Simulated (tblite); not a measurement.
**Question.** Write Cartesian coordinates for `N#CC1=C(CCO)[SiH2][SiH2]1` as optimised with GFN2-xTB.

**Answer.** 
```
atom  x, y, z in Å
N1    -1.194    2.656   -2.468
C2    -1.147    1.917   -1.585
C3    -1.137    1.048   -0.500
C4    -0.177    0.141   -0.215
C5     1.063   -0.131   -0.993
C6     2.150   -0.639   -0.043
O7     1.690   -1.721    0.735
Si8   -0.738   -0.712    1.397
Si9   -2.428    0.851    0.910
H10    0.849   -0.905   -1.741
H11    1.411    0.756   -1.528
H12    3.053   -0.920   -0.601
H13    2.412    0.143    0.673
H14    1.473   -2.453    0.146
H15    0.105   -0.489    2.568
H16   -1.031   -2.142    1.242
H17   -3.742    0.487    0.367
H18   -2.620    2.120    1.623
```

Any rigid rotation of these coordinates is as good. Atoms count from 1 in this order. The 4 C–C bonds span 1.351 Å (C3=C4, drawn double) to 1.530 Å (C5–C6, drawn single), a spread of 0.179 Å. O7 (alcohol oxygen) is bent (angle 108.6°). Of the pairs four or more bonds apart, O7···Si8 is among the closest relative to their van der Waals radii: 2.71 Å, 75 % of the sum of Bondi's values. Si8 (SiH2 silicon) has angles from 74.9° to 118.8°.

Bonds between heavy atoms (Å): N1≡C2 1.152, C2–C3 1.390, C3=C4 1.351, C4–C5 1.489, C5–C6 1.530, C6–O7 1.410, C4–Si8 1.908, Si8–Si9 2.353, C3–Si9 1.922.

The geometry is computed with GFN2-xTB (gas phase).

Point group: C1 (no symmetry element, even within 0.4 Å). Its GFN2-xTB frequencies are all real (lowest 59 cm⁻¹). The numbers are those of one conformer (C3–C4–C5–C6 151°, C4–C5–C6–O7 52°, C5–C6–O7–H 63°).
